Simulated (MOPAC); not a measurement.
Input file for MOPAC: AM1 on GeH6O (a complex), monomers drawn apart or pushed together.

```
AM1 1SCF PRECISE CHARGE=0 THREADS=1
GeH6O

O      0.26205478 1    -0.12402169 1     0.40074233 1
H     -0.65296147 1     0.03343400 1     0.14498794 1
H      0.70210854 1     0.72734177 1     0.30543592 1
Ge    -0.22721560 1    -0.04566943 1     4.13399150 1
H     -0.45714185 1     0.03815487 1     5.65555164 1
H     -0.65693078 1     1.29234918 1     3.51075974 1
H     -1.08030754 1    -1.18520589 1     3.56408747 1
H      1.26089994 1    -0.29592448 1     3.86561213 1
```

It printed:

```
*******************************************************************************
 **                                                                           **
 **                              MOPAC v23.2.5                                **
 **                                                                           **
 *******************************************************************************
 ** MOPAC's Digital Object Identifier: https://doi.org/10.5281/zenodo.6511958 **
 **                                                                           **
 ** Please cite the open-source release paper for use of this MOPAC version:  **
 ** J. E. Moussa and J. J. P. Stewart (2026)                                  **
 ** MOPAC: An open-source semiempirical molecular orbital program             **
 ** J. Open Source Softw., 11(119), 8025, https://doi.org/10.21105/joss.08025 **
 *******************************************************************************

                              AM1 CALCULATION RESULTS

 *******************************************************************************
 *  AM1        - The AM1 Hamiltonian to be used
 *
 *
 *
 *                 CHARGE ON SYSTEM = 0
 *
 *
 *
 *  PRECISE    - TIGHTER CRITERIA TO BE USED
 *  1SCF       - DO 1 SCF AND THEN STOP
 *  THREADS=1  - MULTI-THREADING NOT USED
 *  T=         - A TIME OF 172800.0 SECONDS REQUESTED
 *  DUMP=N     - RESTART FILE WRITTEN EVERY 7200.0 SECONDS REQUESTED
 *******************************************************************************
AM1 1SCF PRECISE CHARGE=0 THREADS=1
 GeH6O

   ATOM   CHEMICAL          X               Y               Z
  NUMBER   SYMBOL      (ANGSTROMS)     (ANGSTROMS)     (ANGSTROMS)

     1       O          0.26205478  *  -0.12402169  *   0.40074233  *
     2       H         -0.65296147  *   0.03343400  *   0.14498794  *
     3       H          0.70210854  *   0.72734177  *   0.30543592  *
     4      Ge         -0.22721560  *  -0.04566943  *   4.13399150  *
     5       H         -0.45714185  *   0.03815487  *   5.65555164  *
     6       H         -0.65693078  *   1.29234918  *   3.51075974  *
     7       H         -1.08030754  *  -1.18520589  *   3.56408747  *
     8       H          1.26089994  *  -0.29592448  *   3.86561213  *



          CARTESIAN COORDINATES

    NO.       ATOM           X           Y           Z

     1         O          0.2621     -0.1240      0.4007
     2         H         -0.6530      0.0334      0.1450
     3         H          0.7021      0.7273      0.3054
     4        Ge         -0.2272     -0.0457      4.1340
     5         H         -0.4571      0.0382      5.6556
     6         H         -0.6569      1.2923      3.5108
     7         H         -1.0803     -1.1852      3.5641
     8         H          1.2609     -0.2959      3.8656

  H: (AM1): M.J.S. DEWAR ET AL, J. AM. CHEM. SOC. 107 3902-3909 (1985)
  O: (AM1): M.J.S. DEWAR ET AL, J. AM. CHEM. SOC. 107 3902-3909 (1985)
 Ge: (AM1): M.J.S.Dewar and C.Jie, Organometallics, 8, 1544, (1989)

           Empirical Formula: H6 O Ge  =     8 atoms



      MOLECULAR POINT GROUP   :   C1


      RHF CALCULATION, NO. OF DOUBLY OCCUPIED LEVELS = 8


 -------------------------------------------------------------------------------
 AM1 1SCF PRECISE CHARGE=0 THREADS=1
 GeH6O



     1SCF WAS SPECIFIED, SO BFGS WAS NOT USED
     SCF FIELD WAS ACHIEVED


                              AM1 CALCULATION
                                                       MOPAC v23.2.5 Linux




          FINAL HEAT OF FORMATION =        -29.83481 KCAL/MOL =    -124.82884 KJ/MOL


          COSMO AREA              =        112.61 SQUARE ANGSTROMS
          COSMO VOLUME            =         95.95 CUBIC ANGSTROMS

          IONIZATION POTENTIAL    =         11.342079 EV
          HOMO LUMO ENERGIES (EV) =        -11.342  0.978
          NO. OF FILLED LEVELS    =          8
          MOLECULAR WEIGHT        =         94.6368         POINT GROUP:  C1

          MOLECULAR DIMENSIONS (Angstroms)

            Atom       Atom       Distance
            H     5    H     3     5.51748
            H     2    H     8     2.65946
            H     6    H     7     2.42780


          SCF CALCULATIONS        =          1





   ATOM   CHEMICAL          X               Y               Z
  NUMBER   SYMBOL      (ANGSTROMS)     (ANGSTROMS)     (ANGSTROMS)

     1       O          0.26205478  *  -0.12402169  *   0.40074233  *
     2       H         -0.65296147  *   0.03343400  *   0.14498794  *
     3       H          0.70210854  *   0.72734177  *   0.30543592  *
     4      Ge         -0.22721560  *  -0.04566943  *   4.13399150  *
     5       H         -0.45714185  *   0.03815487  *   5.65555164  *
     6       H         -0.65693078  *   1.29234918  *   3.51075974  *
     7       H         -1.08030754  *  -1.18520589  *   3.56408747  *
     8       H          1.26089994  *  -0.29592448  *   3.86561213  *

                             CARTESIAN COORDINATES

   1    O        0.262054780    -0.124021690     0.400742330
   2    H       -0.652961470     0.033434000     0.144987940
   3    H        0.702108540     0.727341770     0.305435920
   4   Ge       -0.227215600    -0.045669430     4.133991500
   5    H       -0.457141850     0.038154870     5.655551640
   6    H       -0.656930780     1.292349180     3.510759740
   7    H       -1.080307540    -1.185205890     3.564087470
   8    H        1.260899940    -0.295924480     3.865612130


           Empirical Formula: H6 O Ge  =     8 atoms



      MOLECULAR POINT GROUP   :   C1


                  EIGENVALUES
 -36.38466 -18.28043 -15.77214 -14.86381 -12.44619 -11.42401 -11.40785 -11.34208
   0.97823   1.04596   1.09124   3.13320   4.34971   6.24484


              NET ATOMIC CHARGES AND DIPOLE CONTRIBUTIONS

  ATOM NO.   TYPE          CHARGE      No. of ELECS.   s-Pop       p-Pop
    1          O          -0.388005        6.3880     1.86126     4.52674
    2          H           0.194271        0.8057     0.80573
    3          H           0.194288        0.8057     0.80571
    4         Ge           0.026142        3.9739     0.94628     3.02758
    5          H          -0.009416        1.0094     1.00942
    6          H          -0.016108        1.0161     1.01611
    7          H          -0.001595        1.0016     1.00159
    8          H           0.000423        0.9996     0.99958
 DIPOLE           X         Y         Z       TOTAL
 POINT-CHG.    -0.389     0.842    -0.354     0.993
 HYBRID        -0.324     0.687    -0.238     0.796
 SUM           -0.712     1.529    -0.592     1.788


          ATOMIC ORBITAL ELECTRON POPULATIONS

     Atom    s        px        py        pz
    1  O   1.86126   1.25186   1.34395   1.93094
    2  H   0.80573
    3  H   0.80571
    4 Ge   0.94628   1.01826   1.00559   1.00373
    5  H   1.00942
    6  H   1.01611
    7  H   1.00159
    8  H   0.99958

 **********************
 *                    *
 * JOB ENDED NORMALLY *
 *                    *
 **********************




 == MOPAC DONE ==
```

The run finished.

Cost: around 0.020 core-seconds (rough).
